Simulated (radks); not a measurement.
Tm3+, configuration [Xe] 4f12. Method: Dirac Kohn-Sham, PBE, spin-unpolarised, spherical densities, point nucleus; open shells are shared between the two j in proportion to 2j + 1; computed with a radial shooting solver on a logarithmic mesh with Libxc functionals.

Spin-orbit splittings of the eigenvalues, e(l+1/2) - e(l-1/2), with zeta = 2 splitting/(2l+1) and mean radii in bohr:

shell  occ.  splitting (eV)  zeta (eV)  <r> j=l-1/2  <r> j=l+1/2
2p        6           980.2      653.5      0.07008      0.07747
3p        6           207.0      138.0       0.2103       0.2241
3d       10               ?          ?       0.1973       0.2016
4p        6           46.82      31.21       0.5057       0.5374
4d       10           8.539      3.416       0.5637       0.5749
4f       12           1.274     0.3639       0.7420       0.7552
5p        6           6.254      4.169        1.344        1.442
5d        0          0.5456     0.2182        2.043        2.086
6p        0           1.040     0.6933        3.366        3.536

Estimate the 3d splitting.

Answer. 45.22 eV (zeta = 18.09 eV).
